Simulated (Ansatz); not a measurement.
Start from `N=C(O)C[SiH2]Cl` and change one atom or group to get `N=C(O)[CH2][SnH3]`.

Ansatz, PBE0-D4/def2-TZVP geometries, multiplicity 1. Each molecule was computed in one conformer, which needn't be the lowest.

Elements past krypton have def2 core potentials.

```json
{"property": "HOMO energy (PBE/def2-TZVPP) / eV", "`N=C(O)C[SiH2]Cl`": "-6.58"}
{"property": "size of the dipole moment (B3LYP/def2-TZVPP) / D", "`N=C(O)C[SiH2]Cl`": "0.48"}
{"property": "LUMO energy (ωB97M-V/def2-TZVPP) / eV", "`N=C(O)C[SiH2]Cl`": "1.81"}
{"property": "LUMO energy (PBE0/def2-TZVPP) / eV", "`N=C(O)C[SiH2]Cl`": "-0.07"}
{"property": "LUMO energy (PBE/def2-TZVPP) / eV", "`N=C(O)C[SiH2]Cl`": "-1.04"}
{"property": "HOMO energy (PBE0/def2-TZVPP) / eV", "`N=C(O)C[SiH2]Cl`": "-8.03"}
```

(1) Give the same properties after the change, and the shifts. (Best estimate.)

Results:

(1) The calculation gave: 
| property | `N=C(O)[CH2][SnH3]` | shift |
| --- | --- | --- |
| HOMO energy (PBE/def2-TZVPP) / eV | -6.31 | 0.27 |
| size of the dipole moment (B3LYP/def2-TZVPP) / D | 1.52 | 1.04 |
| LUMO energy (ωB97M-V/def2-TZVPP) / eV | 1.28 | -0.53 |
| LUMO energy (PBE0/def2-TZVPP) / eV | -0.18 | -0.11 |
| LUMO energy (PBE/def2-TZVPP) / eV | -1.03 | 0.01 |
| HOMO energy (PBE0/def2-TZVPP) / eV | -7.64 | 0.39 |

With PBE0 the HOMO rises by 0.39 eV and the LUMO falls by 0.11 eV, so the gap narrows by about 0.50 eV. PBE moves the HOMO by 0.27 eV and ωB97M-V by 0.45 eV. Dipoles are sizes alone; their direction can turn.

B3LYP here is the variant with VWN-RPA as its local correlation; programs differ in this.
